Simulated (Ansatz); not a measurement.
System: C$_{3}$H$_{5}$N, net charge 0, singlet state. 
Coordinates optimised at B3LYP-D3(BJ)/def2-TZVP (Ansatz, a quantum-chemistry and plane-wave program):
```
C
H 1 1.0915
H 1 1.0915 2 107.51
N 1 1.4250 2 107.93 3 -116.18
C 4 1.1649 3 150.25 1 -177.39
C 1 1.5245 2 110.81 3 121.22
H 6 1.0897 1 110.68 2 60.22
H 6 1.0897 7 108.47 1 -121.61
H 6 1.0905 7 108.67 8 -117.97
```
Charge 0, spin multiplicity 1.

Property: vertical triplet-singlet gap (E(triplet) - E(singlet); each state is the SCF solution reached for its spin; the UHF <S^2> is 2.13 for the triplet (pure: 2.00)), in kJ/mol. Valence correlation only, unless marked. UHF or UKS for open shells. No spin-orbit coupling. No relativistic terms. CBS(X,Y): correlation extrapolated as X^-3; Hartree-Fock from the larger set. [CCSD(T)-MP2]/basis is that difference in the basis named.

```csv
level,program,vertical triplet-singlet gap (kJ/mol),minus last row
HF/aug-cc-pVTZ,Ansatz,503.8,-99.0
PBE/def2-TZVPD,Ansatz,561.5,-41.3
B3LYP/def2-TZVPD,Ansatz,578.2,-24.6
PBE0/def2-TZVPD,Ansatz,561.0,-41.8
BHLYP/def2-TZVPD,Ansatz,576.5,-26.3
MP2/aug-cc-pVDZ,Ansatz,618.5,15.7
RI-MP2/aug-cc-pVTZ,Ansatz,622.6,19.8
"RI-MP2/CBS(aug-cc-pVTZ,aug-cc-pVQZ)",Ansatz,627.3,24.5
SCS-MP2/aug-cc-pVDZ,Ansatz,630.9,28.1
CCSD/aug-cc-pVDZ,Ansatz,590.1,-12.7
CCSD/aug-cc-pVTZ,Ansatz,590.4,-12.4
CCSD(T)/aug-cc-pVDZ,Ansatz,597.3,-5.5
CCSD(T)/aug-cc-pVTZ,Ansatz,598.2,-4.6
"RI-MP2/CBS(aug-cc-pVTZ,aug-cc-pVQZ)+[CCSD(T)-MP2]/aug-cc-pVDZ",Ansatz,606.0,3.2
"RI-MP2/CBS(aug-cc-pVTZ,aug-cc-pVQZ)+[CCSD(T)-MP2]/aug-cc-pVTZ",Ansatz,602.8,0.0
```
